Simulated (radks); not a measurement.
Results of a calculation; reference values are marked as such.
Question: These are the eigenvalues of the occupied orbitals of an atom or ion with whole-number occupations (hartree). Level of theory: Dirac Kohn-Sham, PBEsol, spin-unpolarised, spherical densities, point nucleus (a radial shooting solver on a logarithmic mesh with Libxc functionals).

orbital  eigenvalue
1s1/2     -14.52370
2s1/2      -1.01526
2p1/2      -0.58602
2p3/2      -0.58515
3p1/2      -0.05027
3p3/2      -0.05024

Which element is it, and in what charge state? The configuration may be excited. Open shells, if any, are shared by 2j + 1.

Answer: Z = 7, nitrogen, charge 0: N in [He] 2s2 2p2 3p1. The list shows which subshells hold electrons but not how many an open one holds; the 1s level, -14.524 hartree, gives Z - s = 5.4 by -(Z - s)^2/2, which with screening and relativity narrows Z to a few neighbours, and the depths of the outer levels then fix element, charge and occupations together.
